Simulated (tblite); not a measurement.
Compound: C₅H₁₂O₂Si.
Cartesian coordinates in Å at the GFN2-xTB level; atoms count from 1:
```xyz
20
C5H12O2Si angstrom
C      3.108    0.837   -0.546
C      2.374   -0.496   -0.545
O      1.037   -0.299   -0.905
Si    -0.291   -0.922   -0.241
C     -1.156    0.014    1.182
C     -2.285    0.719    0.426
C     -2.640   -0.168   -0.768
O     -1.460   -0.664   -1.341
H      3.013    1.303   -1.523
H      4.160    0.686   -0.323
H      2.675    1.500    0.198
H      2.823   -1.176   -1.279
H      2.439   -0.969    0.440
H     -0.152   -2.349    0.060
H     -0.551    0.729    1.735
H     -1.576   -0.681    1.907
H     -3.163    0.902    1.046
H     -1.923    1.675    0.045
H     -3.254   -1.015   -0.441
H     -3.185    0.382   -1.539
```

Calculated harmonic vibrations of the isolated species, GFN2-xTB (tblite), most abundant isotopes, no scaling. Errors from tens to a few hundred cm⁻¹ against measured bands are possible. Modes of hydrogen on silicon can be 10 to 20 % off. One conformer, not necessarily the lowest. The optimisation stopped once no atom felt more than 0.01 eV/Å.

Lowest wavenumbers of the output (negative numbers stand for imaginary wavenumbers):
```
mode    cm-1
  1     -40.5
  2      48.6
  3      89.5
  4     126.3
  5     194.4
  6     225.9
  7     240.5
  8     268.3
  9     371.1
 10     455.8
```

Problem. Is this structure a minimum?

Solution. Not by this Hessian. 1 mode is imaginary beyond 20i (40i cm⁻¹), so at this level the point lies at or near a first-order saddle. The curvature is small, so loose convergence or finite differences may be the whole cause.

Problem. Which atoms move in the imaginary mode?

Solution. 40i: C1 (methyl carbon) 29 %, O3 (silyl ether oxygen) 10 %. These are shares of the mass-weighted motion.

Problem. What is the remedy?

Solution. Step along that mode in both directions, optimise again with tighter thresholds and repeat the frequencies. The zero-point energy of this point (104.1 kcal/mol) counts the 53 real modes alone, and thermal corrections from it aren't those of a minimum.

On one thread of an Arm Neoverse V1, no GPU (shared host), this took 0.77 s. The figure is for the frequency step alone.
